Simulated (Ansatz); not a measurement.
Reaction (cleavage of the Al–Si bond): `BCO[SiH2][AlH2]` + `[OH][GaH2]` → `[AlH2][O][GaH2]` + `BCO[SiH3]`

Isolated molecules relaxed with PBE0-D4/def2-TZVP in Ansatz; ΔE leaves out vibrations. CCSD(T)/CBS adds triple-zeta CCSD(T) − MP2 to the extrapolated MP2 energy (def2 sets, frozen cores). Functionals use def2-TZVPP. B3LYP here is the variant with VWN-RPA as its local correlation; programs differ in this. For Ga outer-core shells are correlated without core-valence functions, which leaves a few kJ/mol of doubt a bond. Scalar relativity is left out up to krypton. One conformer a species, not always the lowest.

`BCO[SiH2][AlH2]`:

Z-matrix (Å, degrees):
```
C
O 1 1.415
B 1 1.550 2 117.9
H 1 1.103 2 107.7 3 120.1
H 1 1.107 2 111.5 3 -127.8
Si 2 1.654 1 121.5 3 82.4
H 3 1.197 1 117.6 2 178.1
H 3 1.195 1 122.3 2 -0.8
Al 6 2.473 2 113.0 1 62.4
H 6 1.501 2 110.2 1 -60.2
H 6 1.489 2 105.3 1 -175.2
H 9 1.591 6 120.1 2 167.0
H 9 1.592 6 121.6 2 -13.4
```

`[OH][GaH2]`:

Z-matrix (Å, degrees):
```
Ga
O 1 1.788
H 1 1.565 2 117.5
H 1 1.556 2 113.8 3 180.0
H 2 0.959 1 114.1 3 0.0
```

`[AlH2][O][GaH2]`:

Cartesian coordinates in Å:
```
Al 1.438 -0.075 -0.889
O 0.014 -0.001 -0.011
Ga -1.488 0.078 0.920
H 2.464 1.126 -0.777
H 1.705 -1.344 -1.798
H -1.435 -0.543 2.351
H -2.697 0.759 0.205
```

`BCO[SiH3]`:

Z-matrix (Å, degrees):
```
C
O 1 1.414
B 1 1.547 2 115.4
H 1 1.106 2 111.1 3 122.6
H 1 1.106 2 111.1 3 -122.6
Si 2 1.643 1 121.8 3 -179.8
H 3 1.197 1 117.4 2 180.0
H 3 1.194 1 122.2 2 -0.0
H 6 1.491 2 110.8 1 59.7
H 6 1.481 2 106.7 1 179.9
H 6 1.491 2 110.8 1 -59.9
```

```tsv
level	ΔE (kJ/mol)	difference from CCSD(T)/CBS
PBE-D4	-139.7	27.1
r2SCAN-D4	-163.4	3.4
PBE0-D4	-148.2	18.6
B3LYP-D4	-167.9	-1.1
ωB97X-V	-165.2	1.6
ωB97M-V	-171.3	-4.5
B2PLYP	-177.0	-10.2
PBE	-141.9	24.9
r2SCAN	-164.1	2.7
PBE0	-150.3	16.5
B3LYP	-171.3	-4.5
HF/def2-TZVPP	-193.9	-27.1
MP2/def2-TZVPP	-181.2	-14.4
SCS-MP2/def2-TZVPP	-183.9	-17.1
CCSD/def2-TZVPP	-173.1	-6.3
CCSD(T)/def2-TZVPP	-169.8	-3.0
HF/def2-QZVPP	-195.4	-28.6
MP2/def2-QZVPP	-179.9	-13.1
SCS-MP2/def2-QZVPP	-182.6	-15.8
HF/CBS(def2)	-195.6	-28.8
MP2/CBS(def2)	-178.1	-11.3
CCSD/CBS(def2)	-170.0	-3.2
CCSD(T)/CBS	-166.8	0
```

Largest T1 diagnostic among the species: 0.015.

The D4 term adds +3.4 kJ/mol with B3LYP and +2.1 kJ/mol with PBE0; it sums over pairs of atoms, weighted by their polarisabilities, and B3LYP, whose exchange is more repulsive, gets the larger term. From PBE to PBE0 (25 % exact exchange), in def2-TZVPP and without D4, ΔE moves by −8.5 kJ/mol. In def2-TZVPP, CCSD(T) changes the Hartree–Fock value by +24.1 kJ/mol (the triples alone add +3.3 kJ/mol) and MP2 by +12.7 kJ/mol.
